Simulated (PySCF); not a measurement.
(3E)-hexa-1,3-diene (C6H10), SMILES C=C/C=C/CC. The structure is a stationary point at PBE-D3(BJ)/def2-SVP. One conformer was computed; it need not be the lowest.

Computed equilibrium geometry at PBE-D3(BJ)/def2-SVP (PySCF confirms it by a frequency run) as Cartesian coordinates in Å (one conformer of several):
```xyz
16

C      3.1379     0.4037     0.0570
C      1.9789    -0.2414    -0.2107
C      0.6558     0.3529    -0.1076
C     -0.5015    -0.2990    -0.3806
C     -1.8782     0.2847    -0.2704
C     -2.7697    -0.4599     0.7361
H      3.1428     1.4579     0.3801
H      4.1128    -0.0974    -0.0377
H      2.0145    -1.2983    -0.5328
H      0.6097     1.4103     0.2145
H     -0.4426    -1.3589    -0.6957
H     -2.3682     0.2514    -1.2710
H     -1.8070     1.3588     0.0038
H     -3.7903    -0.0277     0.7661
H     -2.8674    -1.5331     0.4708
H     -2.3444    -0.4085     1.7588
```
